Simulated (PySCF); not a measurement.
Isomers of C5H9NOSi, mass 127.045 u with the commonest isotopes. The calculation used wB97X-D/def2-SVPD in PySCF (dipole) on a GFN2-xTB geometry, gas phase. One conformer each, none proved a minimum here; rigid rotors.

Question: Order these by rotational constant C, largest first.
A. `[N:1]#[C:2][C@@H:3]1[CH2:4][O:5][CH2:6][CH2:7][SiH2:8]1` with C2–C3–C4–O5 180°, C3–C4–O5–C6 74°, C4–O5–C6–C7 -73°, O5–C6–C7–Si8 57°
B. `[N:1]#[C:2][SiH:3]1[CH2:4][CH2:5][O:6][CH2:7][CH2:8]1` with C2–Si3–C4–C5 76°, Si3–C4–C5–O6 54°, C4–C5–O6–C7 -74°, C5–O6–C7–C8 74°
C. `[CH2:1]=[C:2]1[CH2:3][NH:4][Si@H:5]1[C:6]([CH3:7])=[O:8]` with N4–Si5–C6–C7 32°, C1–C2–C3–N4 171°, C2–C3–N4–Si5 11°, C3–N4–Si5–C6 -126°, C1–C2–Si5–N4 -172°

Answer: B (1196 MHz), C (1051 MHz), A (983.9 MHz).

Question: Order these by rotational constant A, smallest first.
A. `[CH2:1]=[C:2]1[CH2:3][NH:4][Si@H:5]1[C:6]([CH3:7])=[O:8]` with N4–Si5–C6–C7 32°, C1–C2–C3–N4 171°, C2–C3–N4–Si5 11°, C3–N4–Si5–C6 -126°, C1–C2–Si5–N4 -172°
B. `[N:1]#[C:2][SiH:3]1[CH2:4][CH2:5][O:6][CH2:7][CH2:8]1` with C2–Si3–C4–C5 76°, Si3–C4–C5–O6 54°, C4–C5–O6–C7 -74°, C5–O6–C7–C8 74°
C. `[N:1]#[C:2][C@@H:3]1[CH2:4][O:5][CH2:6][CH2:7][SiH2:8]1` with C2–C3–C4–O5 180°, C3–C4–O5–C6 74°, C4–O5–C6–C7 -73°, O5–C6–C7–Si8 57°

Answer: B (2566 MHz), A (2867 MHz), C (3010 MHz).

Question: Order these by dipole moment, smallest first.
A. `[CH2:1]=[C:2]1[CH2:3][NH:4][Si@H:5]1[C:6]([CH3:7])=[O:8]` with N4–Si5–C6–C7 32°, C1–C2–C3–N4 171°, C2–C3–N4–Si5 11°, C3–N4–Si5–C6 -126°, C1–C2–Si5–N4 -172°
B. `[N:1]#[C:2][C@@H:3]1[CH2:4][O:5][CH2:6][CH2:7][SiH2:8]1` with C2–C3–C4–O5 180°, C3–C4–O5–C6 74°, C4–O5–C6–C7 -73°, O5–C6–C7–Si8 57°
C. `[N:1]#[C:2][SiH:3]1[CH2:4][CH2:5][O:6][CH2:7][CH2:8]1` with C2–Si3–C4–C5 76°, Si3–C4–C5–O6 54°, C4–C5–O6–C7 -74°, C5–O6–C7–C8 74°

Answer: C (3.04 D), A (3.28 D), B (4.40 D).

| SMILES | point group | Ia (u·Å²) | Ib (u·Å²) | Ic (u·Å²) | κ | μa (D) | μb (D) | μc (D) |
| --- | --- | --- | --- | --- | --- | --- | --- | --- |
| N#C[SiH]1CCOCC1 | Cs | 196.95 | 388.65 | 422.48 | -0.85 | 2.09 | 0.00 | 2.21 |
| N#C[C@@H]1COCC[SiH2]1 | C1 | 167.93 | 381.54 | 513.67 | -0.66 | 4.27 | 1.02 | 0.33 |
| C=C1CN[Si@H]1C(C)=O | C1 | 176.30 | 442.62 | 480.98 | -0.90 | 2.51 | 1.60 | 1.39 |
